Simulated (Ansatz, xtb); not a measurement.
## C3H5ClGeN2: which of two isomers lies lower

We compare I, `Clc1ncc[n]1[GeH3]`, a singlet, with II, `Clc1c[n]([GeH3])cn1`, a singlet. Both are isolated molecules in the gas phase, relaxed with B3LYP/def2-SVP.

Q: Estimate which is lower in electronic energy at CCSD(T)/def2-SVP + ΔMP2/def2-TZVPP, and by roughly how much.

A: CCSD(T)/def2-SVP + ΔMP2/def2-TZVPP gives E(II) − E(I) = +0.030 eV, slightly favouring structure I, which is too small a margin to settle the true order.

How the difference moves with the method:

```
                             level        geometry  E(II) − E(I) (eV)  departure from the last row (eV)  job, with rough time for the two
                          GFN2-xTB        GFN2-xTB              +0.238                            +0.208              optimisation, 0.96 s
                         HF/STO-3G        GFN2-xTB              −0.156                            −0.186               single point, 3.8 s
                r2SCAN-D4/def2-SVP        GFN2-xTB              −0.025                            −0.055                single point, 17 s
                    B3LYP/def2-SVP  B3LYP/def2-SVP              +0.035                            +0.005             optimisation, 4.8 min
                       HF/def2-SVP  B3LYP/def2-SVP              +0.042                            +0.012           part of the CCSD(T) run
                      MP2/def2-SVP  B3LYP/def2-SVP              +0.064                            +0.034           part of the CCSD(T) run
                  CCSD(T)/def2-SVP  B3LYP/def2-SVP              +0.064                            +0.034                      single point
CCSD(T)/def2-SVP + ΔMP2/def2-TZVPP  B3LYP/def2-SVP              +0.030                                               single point, 4.8 min
```

As drawn, both hold the same kinds of bond in the same numbers.

The largest departure from CCSD(T)/def2-SVP + ΔMP2/def2-TZVPP is that of GFN2-xTB, 0.208 eV. The last row adds to CCSD(T) the change of the MP2 difference between the two basis sets, here −0.034 eV.

With thermal terms from frequencies at re-optimised GFN2-xTB minima (ideal gas, soft modes damped towards free rotors, one conformer each, 298.15 K, 1 atm): on the last row, ΔE + ΔZPE = +0.008, ΔH = +0.019, ΔG = −0.019 eV.

The correlated steps freeze 19 core orbitals; the filled d shell of Ge is correlated, in a basis made for valence electrons. Run with Ansatz 0.2.0, xtb 6.7.1; the last row on 2 threads of Intel(R) Xeon(R) Processor @ 2.50GHz (Skylake/Cascade Lake) on a shared host.
